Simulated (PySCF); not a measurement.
**How methods differ on the excitation energy of Al²⁺**

Al²⁺ [Ne] 3s1 (2S) → Al²⁺ [Ne] 3p1 (2P), as a difference of total energies. All numbers are calculated (PySCF 2.14, the spin-free X2C one-electron Hamiltonian (Gaussian nucleus), in aug-cc-pVTZ-DK). The calculations carry no spin-orbit coupling.

| method | excitation energy (eV) |
| --- | --- |
| UHF | 6.600 |
| LDA | 6.370 |
| PBE | 6.227 |
| PBE0 | 6.323 |
| r2SCAN | 6.200 |
| CAM-B3LYP | 6.543 |
| M06-2X | 6.511 |
| revPBE | 6.129 |
| B3LYP | 6.395 |

A first-order spin-orbit estimate (lowest level to lowest level, LS coupling) adds -0.015 eV.
